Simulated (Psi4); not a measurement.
CH5Br2NOSi, singlet, geometry from GFN2-xTB, atoms displaced at random by about 0.03 Å a coordinate; Psi4 1.11 with PBE/STO-3G, gradient.

Psi4 was given this input:
```
memory 2 GB

molecule mol {
0 1
  C    -2.477981   -0.069032   -1.581053
  O    -1.247438    0.527932   -1.137486
  Si    0.022982   -0.070186   -0.509334
  N     1.038930   -0.910156   -1.681499
  Br    1.214780    1.601787    0.170788
  Br   -0.526484   -1.403622    1.139619
  H    -2.341784   -0.525927   -2.501260
  H    -2.795247   -0.784322   -0.843254
  H    -3.243939    0.796369   -1.608528
  H     1.986703   -1.120774   -1.523331
  H     0.641112   -1.554474   -2.298987
symmetry c1
no_reorient
no_com
}

set basis sto-3g
set reference rks

gradient('pbe')
print_variables()
```

Problem. Predict the main parts of the log of this Psi4 run.

Solution. 
```
gradient() will perform analytic gradient computation.

   => Loading Basis Set <=

    Name: STO-3G
    Role: ORBITAL
    Keyword: BASIS

         ---------------------------------------------------------
                                   SCF
               by Justin Turney, Rob Parrish, Andy Simmonett
                          and Daniel G. A. Smith
                              RKS Reference
         ---------------------------------------------------------

  ==> Geometry <==

    Molecular point group: c1
    Full point group: C1

    Geometry (in Angstrom), charge = 0, multiplicity = 1:

       Center              X                  Y                   Z               Mass
    ------------   -----------------  -----------------  -----------------  -----------------
         C           -2.477981000000    -0.069032000000    -1.581053000000    12.000000000000
         O           -1.247438000000     0.527932000000    -1.137486000000    15.994914619570
         SI           0.022982000000    -0.070186000000    -0.509334000000    27.976926534650
         N            1.038930000000    -0.910156000000    -1.681499000000    14.003074004430
         BR           1.214780000000     1.601787000000     0.170788000000    78.918337600000
         BR          -0.526484000000    -1.403622000000     1.139619000000    78.918337600000
         H           -2.341784000000    -0.525927000000    -2.501260000000     1.007825032230
         H           -2.795247000000    -0.784322000000    -0.843254000000     1.007825032230
         H           -3.243939000000     0.796369000000    -1.608528000000     1.007825032230
         H            1.986703000000    -1.120774000000    -1.523331000000     1.007825032230
         H            0.641112000000    -1.554474000000    -2.298987000000     1.007825032230

  Running in c1 symmetry.

  Rotational constants: A =      0.04870  B =      0.02684  C =      0.02148 [cm^-1]
  Rotational constants: A =   1459.96606  B =    804.61881  C =    643.96177 [MHz]
  Nuclear repulsion =  862.771573233818913

  Charge       = 0
  Multiplicity = 1
  Electrons    = 110
  Nalpha       = 55
  Nbeta        = 55

  ==> Algorithm <==

  SCF Algorithm Type is DF.
  DIIS enabled.
  MOM disabled.
  Fractional occupation disabled.
  Guess Type is SAD.
  Energy threshold   = 1.00e-08
  Density threshold  = 1.00e-08
  Integral threshold = 1.00e-12

  ==> Primary Basis <==

  Basis Set: STO-3G
    Blend: STO-3G
    Number of shells: 35
    Number of basis functions: 65
    Number of Cartesian functions: 67
    Spherical Harmonics?: true
    Max angular momentum: 2

  ==> DFT Potential <==

   => LibXC <=

    Version 7.1.2
    S. Lehtola, C. Steigemann, M. J. T. Oliveira, and M. A. L. Marques,  SoftwareX 7, 1–5 (2018) (10.1016/j.softx.2017.11.002)

   => Composite Functional: PBE <=

    PBE GGA Exchange-Correlation Functional

    J.P. Perdew et. al., Phys. Rev. Lett., 77(18), 3865-3868, 1996

    Deriv               =              1
    GGA                 =           TRUE
    Meta                =          FALSE

    Exchange Hybrid     =          FALSE
    MP2 Hybrid          =          FALSE

   => Exchange Functionals <=

    1.0000     XC_GGA_X_PBE

   => Correlation Functionals <=

    1.0000     XC_GGA_C_PBE

   => LibXC Density Thresholds  <==

    XC_GGA_C_PBE:  1.00E-12
    XC_GGA_X_PBE:  1.00E-15

   => Molecular Quadrature <=

    Radial Scheme          =       TREUTLER
    Pruning Scheme         =           NONE
    Nuclear Scheme         =       TREUTLER

    Blocking Scheme        =         OCTREE
    BS radius alpha        =              1
    Pruning alpha          =              1
    Radial Points          =             75
    Spherical Points       =            302
    Total Points           =         229475
    Total Blocks           =           1763
    Max Points             =            256
    Max Functions          =             53
    Weights Tolerance      =       1.00E-15

[...]
  @DF-RKS Final Energy: -5545.83164584871611
    Total Energy =                      -5545.8316458487161071
[...]
         BR           1.214780000000     1.601787000000     0.170788000000    78.918337600000
         BR          -0.526484000000    -1.403622000000     1.139619000000    78.918337600000
         H           -2.341784000000    -0.525927000000    -2.501260000000     1.007825032230
         H           -2.795247000000    -0.784322000000    -0.843254000000     1.007825032230
         H           -3.243939000000     0.796369000000    -1.608528000000     1.007825032230
         H            1.986703000000    -1.120774000000    -1.523331000000     1.007825032230
         H            0.641112000000    -1.554474000000    -2.298987000000     1.007825032230

  Nuclear repulsion =  862.771573233818913

  ==> Basis Set <==

  Basis Set: STO-3G
    Blend: STO-3G
    Number of shells: 35
    Number of basis functions: 65
    Number of Cartesian functions: 67
    Spherical Harmonics?: true
    Max angular momentum: 2

  ==> DFJKGrad: Density-Fitted SCF Gradients <==

    Gradient:                    1
    J tasked:                  Yes
    K tasked:                   No
    wK tasked:                  No
    Integrals threads:           1
    Schwarz Cutoff:          1E-12
    Fitting Condition:       1E-10

   => Auxiliary Basis Set <=

  Basis Set: (STO-3G AUX)
    Blend: DEF2-UNIVERSAL-JKFIT
    Number of shells: 263
    Number of basis functions: 979
    Number of Cartesian functions: 1272
    Spherical Harmonics?: true
    Max angular momentum: 5

  ==> DFT Potential <==

   => LibXC <=

    Version 7.1.2
    S. Lehtola, C. Steigemann, M. J. T. Oliveira, and M. A. L. Marques,  SoftwareX 7, 1–5 (2018) (10.1016/j.softx.2017.11.002)

   => Composite Functional: PBE <=

    PBE GGA Exchange-Correlation Functional

    J.P. Perdew et. al., Phys. Rev. Lett., 77(18), 3865-3868, 1996

    Deriv               =              1
    GGA                 =           TRUE
    Meta                =          FALSE

    Exchange Hybrid     =          FALSE
    MP2 Hybrid          =          FALSE

   => Exchange Functionals <=

    1.0000     XC_GGA_X_PBE

   => Correlation Functionals <=

    1.0000     XC_GGA_C_PBE

   => LibXC Density Thresholds  <==

    XC_GGA_C_PBE:  1.00E-12
    XC_GGA_X_PBE:  1.00E-15

   => Molecular Quadrature <=

    Radial Scheme          =       TREUTLER
    Pruning Scheme         =           NONE
    Nuclear Scheme         =       TREUTLER

    Blocking Scheme        =         OCTREE
    BS radius alpha        =              1
    Pruning alpha          =              1
    Radial Points          =             75
    Spherical Points       =            302
    Total Points           =         229475
    Total Blocks           =           1763
    Max Points             =            256
    Max Functions          =             53
    Weights Tolerance      =       1.00E-15

  -Total Gradient:
     Atom            X                  Y                   Z
    ------   -----------------  -----------------  -----------------
       1        0.005618872940    -0.070257093796    -0.056115164299
       2        0.075635110772    -0.057859246380     0.048413069723
       3       -0.091862791651     0.061767950789    -0.005169784282
       4        0.042902985022    -0.066226093710    -0.038906763493
       5       -0.015361468735    -0.022347828950    -0.010553176391
       6        0.007373557009     0.016912540656    -0.021410826842
       7       -0.000453014633     0.030021761569     0.066701153279
       8        0.017782659876     0.026398037794    -0.019319355650
       9       -0.013115591872     0.025252965304     0.006815660901
      10       -0.058535730494     0.009405255939    -0.014046837125
      11        0.030312502379     0.047254948908     0.043944320939

  Variable Map:
  ----------------------------------------------------------------------------
[...]
  Array Variable Map:
  ----------------------------------------------------------------------------
[...]
[...]
```
